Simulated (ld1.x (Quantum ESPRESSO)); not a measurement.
**Building the RRKJ potential for Si (PBE, scalar-relativistic).**

The input file (ld1.x (Quantum ESPRESSO) 7.5):

```
&input
   title='Si', zed=14., rel=1, dft='PBE', iswitch=3,
   config='[Ne] 3s2 3p1',
   nld=2, rlderiv=2.40, eminld=-3.0, emaxld=5.0, deld=0.02
 /
 &inputp
   pseudotype=2, tm=.false., rho0=0.01, lloc=-2, rcloc=2.10,
   nlcc=.true., new_core_ps=.true.,
   file_pseudopw='Si.UPF', file_wfcaegen='ae.wfc', file_wfcncgen='nc.wfc', file_beta='beta', file_chi='chi'
 /
2
3S  1  0   2.00   0.00  1.70  1.70  0.0
3P  2  1   1.00   0.00  2.20  2.20  0.0
 &test
   configts(1)='3s2 3p1'
 /
```

Command:

```bash
ld1.x < Si.in > Si.out
```

Resulting log (shortened: banner, matrices, multipoles, cross overlaps and the repeated all-electron block are left out):

```
Program LD1 v.7.5
     --------------------------- All-electron run ----------------------------

     Si
     scalar relativistic calculation

     atomic number is 14.00
     dft =PBE   lsd =0 sic =0 latt =0  beta=0.20 tr2=1.0E-14
     Exchange-correlation= PBE
                           (   1   4   3   4   0   0   0)
     mesh =1141 r(mesh) = 100.57892 a.u. xmin = -7.00 dx = 0.01250
     1 Ry =  13.60569312 eV, c = 137.03599908

     n l     nl                  e(Ry)          e(Ha)          e(eV)
     1 0     1S 1( 2.00)      -131.9758       -65.9879     -1795.6218
     2 0     2S 1( 2.00)       -10.9514        -5.4757      -149.0015
     2 1     2P 1( 6.00)        -7.7229        -3.8615      -105.0759
     3 0     3S 1( 2.00)        -1.3990        -0.6995       -19.0343
     3 1     3P 1( 1.00)        -0.8567        -0.4283       -11.6559

     final scf error:  3.2E-15 reached in  28 iterations

     Etot =    -579.105988 Ry,    -289.552994 Ha,   -7879.138356 eV

     Ekin =     580.576913 Ry,     290.288457 Ha,    7899.151317 eV
     Encl =   -1373.972138 Ry,    -686.986069 Ha,  -18693.843272 eV
     Eh   =     255.124181 Ry,     127.562090 Ha,    3471.141310 eV
     Exc  =     -40.834944 Ry,     -20.417472 Ha,    -555.587712 eV

     normalization and overlap integrals

     s(1S/1S) =  1.000000  <r> =   0.1113  <r2> =    0.0167  r(max) =   0.0723
     s(2S/2S) =  1.000000  <r> =   0.5677  <r2> =    0.3853  r(max) =   0.4543
     s(2P/2P) =  1.000000  <r> =   0.5372  <r2> =    0.3642  r(max) =   0.3861
     s(3S/3S) =  1.000000  <r> =   2.0573  <r2> =    4.8819  r(max) =   1.7523
     s(3P/3P) =  1.000000  <r> =   2.4582  <r2> =    7.0824  r(max) =   2.0359

     ------------------------ End of All-electron run ------------------------

     --------------------- Generating NC pseudopotential ---------------------

      Generating local potential from pseudized AE potential:
      Matching radius rcloc =   2.1000
      Enforcing V''(0)=0 (lloc=-2)

      Local pseudo, rcloc= 2.087 Estimated cut-off energy=     6.65 Ry

      Computing core charge for nlcc:

       r > 1.13 : true rho core
      Core charge pseudized with two Bessel functions
      Integrated core pseudo-charge :   4.10

      Wfc   3S  rcut= 1.709  Estimated cut-off energy=       15.09 Ry
      Using 4 Bessel functions for this wfc, rho(0) = 0.010
      This function has    0 nodes for 0 < r <    1.709

      Wfc   3P  rcut= 2.194  Estimated cut-off energy=       36.27 Ry
      This function has    0 nodes for 0 < r <    2.194

     ------------------- End of pseudopotential generation -------------------

     Computing logarithmic derivative in   2.41021
     Computing logarithmic derivative in   2.41021
     Computing the partial wave expansion
     R is outside the sphere for l=    0 j= 0.00
     R is outside the sphere for l=    1 j= 0.00

     ---------------------- Testing the pseudopotential ----------------------

     Si
     scalar relativistic calculation

     atomic number is 14.00   valence charge is  4.00
     dft =PBE   lsd =0 sic =0 latt =0  beta=0.20 tr2=1.0E-14
     mesh =1141 r(mesh) = 100.57892 xmin = -7.00 dx = 0.01250

     n l     nl             e AE (Ry)        e PS (Ry)    De AE-PS (Ry)
     1 0     3S   1( 2.00)       -1.39899       -1.39900        0.00000
     2 1     3P   1( 1.00)       -0.85670       -0.85670        0.00000

     eps = 4.3E-16  iter =  3

     Etot =    -579.105988 Ry,    -289.552994 Ha,   -7879.138356 eV
     Etotps =   -13.850698 Ry,      -6.925349 Ha,    -188.448352 eV

     Ekin =       2.144104 Ry,       1.072052 Ha,      29.172024 eV
     Encl =     -11.614340 Ry,      -5.807170 Ha,    -158.021149 eV
     Ehrt =       3.697527 Ry,       1.848764 Ha,      50.307422 eV
     Ecxc =      -8.605985 Ry,      -4.302992 Ha,    -117.090390 eV
     (Ecc =      -6.868031 Ry,      -3.434016 Ha,     -93.444323 eV)
     Epseu=       0.527995 Ry,       0.263998 Ha,       7.183741 eV

     ---------------------- End of pseudopotential test ----------------------
```

Generation and configuration tests took about 0.99 s on one core of a shared server CPU.
